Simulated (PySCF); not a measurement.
Al(Me)(NCO)(OH) (C₂H₄AlNO₂), SMILES [CH3][Al]([OH])[N]=C=O.

The structure is a stationary point at PBE0-D3(BJ)/def2-SVP. The structure was generated by enumeration; whether it is a known compound was not checked. One conformer was computed; it need not be the lowest.

All values below come from IEF-PCM-M06-2X/def2-SVP run with PySCF.

The values are the electrostatic part of the solvation free energy, E(continuum) − E(gas) at the gas-phase geometry, in a cavity of scaled van der Waals radii (PySCF's table); cavitation and dispersion terms are not included. A continuum can't describe solvent molecules that bind to the metal. In vacuum the orbital gap is 9.91 eV. The dipole moment in vacuum is 1.57 D.

Computed values in water (ε = 78.36), ethylethanoate (ε = 5.99), diethylether (ε = 4.24):
```json
[
 {"solvent": "water", "ε": "78.36", "ΔG(elec) (kcal/mol)": "-7.5", "dipole (D)": "1.96", "gap (eV)": "10.22"},
 {"solvent": "ethylethanoate", "ε": "5.99", "ΔG(elec) (kcal/mol)": "-5.8", "dipole (D)": "1.89", "gap (eV)": "10.16"},
 {"solvent": "diethylether", "ε": "4.24", "ΔG(elec) (kcal/mol)": "-5.1", "dipole (D)": "1.86", "gap (eV)": "10.13"}
]
```
